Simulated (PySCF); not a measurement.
**Choosing a basis for TDDFT**

Compound: C3H6ClNSi.
SMILES with atom numbers: `[CH2:1]=[CH:2][Si@@H:3]([Cl:4])[N:5]=[CH2:6]` (hydrogens: H7, H8 on C1; H9 on C2; H10 on Si3; H11, H12 on C6)

TDDFT with PBE0 (PySCF), vertical singlets, core orbitals frozen in the response, spherical d and f functions. Geometry: PBE0-D3(BJ)/def2-SVP, one conformer, isolated molecule.

Question: Compare 6-31G*, def2-SVP, 6-31+G*, def2-SVPD, aug-cc-pVDZ, def2-TZVP and def2-TZVPD for this molecule.

Answer: 

```json
{"basis": "6-31G*", "functions": "104", "diffuse": "no", "S1 (eV)": "4.30", "S2 (eV)": "5.79", "S3 (eV)": "6.15", "S4 (eV)": "6.59", "S5 (eV)": "6.70", "LUMO (eV)": "-0.90", "α (au)": "67.1"}
{"basis": "def2-SVP", "functions": "122", "diffuse": "no", "S1 (eV)": "4.19", "S2 (eV)": "5.66", "S3 (eV)": "6.13", "S4 (eV)": "6.45", "S5 (eV)": "6.55", "LUMO (eV)": "-1.02", "α (au)": "68.4"}
{"basis": "6-31+G*", "functions": "128", "diffuse": "yes", "S1 (eV)": "4.20", "S2 (eV)": "5.61", "S3 (eV)": "5.98", "S4 (eV)": "6.40", "S5 (eV)": "6.52", "LUMO (eV)": "-1.25", "α (au)": "76.9"}
{"basis": "def2-SVPD", "functions": "179", "diffuse": "yes", "S1 (eV)": "4.17", "S2 (eV)": "5.57", "S3 (eV)": "6.03", "S4 (eV)": "6.39", "S5 (eV)": "6.47", "LUMO (eV)": "-1.25", "α (au)": "83.2"}
{"basis": "aug-cc-pVDZ", "functions": "200", "diffuse": "yes", "S1 (eV)": "4.16", "S2 (eV)": "5.53", "S3 (eV)": "5.99", "S4 (eV)": "6.34", "S5 (eV)": "6.44", "LUMO (eV)": "-1.25", "α (au)": "84.7"}
{"basis": "def2-TZVP", "functions": "234", "diffuse": "no", "S1 (eV)": "4.15", "S2 (eV)": "5.57", "S3 (eV)": "6.02", "S4 (eV)": "6.38", "S5 (eV)": "6.46", "LUMO (eV)": "-1.19", "α (au)": "78.6"}
{"basis": "def2-TZVPD", "functions": "291", "diffuse": "yes", "S1 (eV)": "4.13", "S2 (eV)": "5.52", "S3 (eV)": "5.98", "S4 (eV)": "6.34", "S5 (eV)": "6.43", "LUMO (eV)": "-1.26", "α (au)": "84.7"}
```

States are compared by their number. Against the largest diffuse basis here (def2-TZVPD, itself not a converged limit), sets without diffuse functions differ by up to 0.17 eV in S1 and 0.27 eV in S5; the smaller diffuse sets differ by up to 0.07 and 0.09 eV. State by state, the largest deviation of a set without diffuse functions is S1 0.17, S2 0.27, S3 0.17, S4 0.26, S5 0.27 eV. The same number needn't mean the same state in each row. Against def2-TZVPD the polarisability deviates by -21% in 6-31G*, -19% in def2-SVP, -9% in 6-31+G*, -2% in def2-SVPD, 0% in aug-cc-pVDZ, -7% in def2-TZVP. A single + in a Pople set puts diffuse functions on heavy atoms only.
